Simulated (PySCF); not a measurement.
CHS2, SMILES [SH+]=C=S, charge +1. Geometry optimised at B3LYP-D3(BJ)/def2-TZVP. The isomer is the one that the SMILES or the coordinates give; other isomers of the formula were not compared.

All values below come from B3LYP-D3(BJ)/def2-TZVP in PySCF 2.14.0.

Harmonic wavenumbers (cm⁻¹): 324, 378, 617, 939, 1570, 2567. Rotational constants (GHz): 281.1, 3.141, 3.107; symmetry number 1.

Question: Work out the zero-point energy and the ideal-gas rigid-rotor harmonic-oscillator thermochemistry at 298.15 K and 1 atm.

Answer: ZPE = ½ Σ hcν = ½ × 6394 cm⁻¹ = 9.14 kcal/mol. H − E(el) = 12.09 kcal/mol. Entropy in cal/(mol K): translation 38.94, rotation 22.29, vibration 2.89, total 64.12. G − E(el) = -7.03 kcal/mol. Cp = 12.60 cal/(mol K).
